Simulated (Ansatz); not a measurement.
Basis sets compared for the cluster Re2Te3. Charge 0, multiplicity 1. Geometry PBE-D4/def2-SVP. Ansatz on 4 threads of Arm Neoverse V1 on a shared host; times are rough, and most runs start from earlier orbitals.

```tsv
atom	x (Å)	y (Å)	z (Å)
Re1	1.008	-0.295	0.368
Re2	-1.001	0.421	-0.241
Te3	0.747	-2.732	0.791
Te4	0.084	1.740	1.764
Te5	-0.837	0.867	-2.682
```

In the def2 sets Re, Te take a core potential; there is no spin–orbit coupling. The restricted singlet is unstable towards broken spin symmetry in Hartree–Fock (as tested in another run); at PBE-D4/def2-SVP, PBE-D4/def2-TZVP, PBE0-D4/def2-SVP, PBE0-D4/def2-TZVP this wasn't settled. No other spin state of charge 0 was run. Another isomer (singlet) lies 0.22 eV lower at PBE0-D4/def2-TZVP; other spin states weren't run for this one.

Binding counts from free atoms (Re sextet, Te triplet) in the same basis, without a counterpoise term.

```
           level  functions  energy (Eh)  HOMO (eV)  LUMO (eV)  binding per atom (eV)  wall time
 PBE-D4/def2-SVP        142    -960.8352      -4.86      -4.46                   2.96      3.3 s
PBE0-D4/def2-SVP        142    -960.7108      -5.79      -4.15                   2.34      5.5 s
```

Problem. Estimate the rows for PBE-D4/def2-TZVP (with forces), PBE0-D4/def2-TZVP.

Solution. 
| level | functions | energy (Eh) | HOMO (eV) | LUMO (eV) | binding per atom (eV) | wall time |
| --- | --- | --- | --- | --- | --- | --- |
| PBE-D4/def2-TZVP (with forces) | 230 | -960.8969 | -4.86 | -4.46 | 3.09 | 7 s |
| PBE0-D4/def2-TZVP | 230 | -960.7744 | -5.76 | -4.11 | 2.49 | 17 s |
